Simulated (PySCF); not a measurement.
## Excitation energy of Sb by level of theory

Sb [Kr] 4d10 5s2 5p3 (4S) → Sb [Kr] 4d10 5s1 5p3 5d1 (6D), as a difference of total energies. Calculation: PySCF 2.14, in aug-cc-pwCVDZ-PP with ECP28MDF (6s5p4d1f, 48 functions); a scalar-relativistic core potential. Correlated levels: valence: 4s2 4p6 4d10 frozen. The calculations carry no spin-orbit coupling.

```json
{"method": "UHF", "excitation energy (eV)": "11.537"}
{"method": "MP2 (valence)", "excitation energy (eV)": "12.561"}
{"method": "SCS-MP2 (valence)", "excitation energy (eV)": "12.764"}
{"method": "CCSD (valence)", "excitation energy (eV)": "12.776"}
{"method": "CCSD(T) (valence)", "excitation energy (eV)": "12.805"}
```

Q: How much does correlation contribute at CCSD(T) (valence)?

A: 12.805 − (11.537) = 1.268 eV, measured against UHF.

The upper state lies above the first ionisation limit, but in LS coupling its spin forbids autoionisation to the ground ion; at this Z spin-orbit coupling breaks that rule.

The promoted electron is Rydberg-like, and one or two diffuse shells describe it only roughly, which tends to raise the upper state.
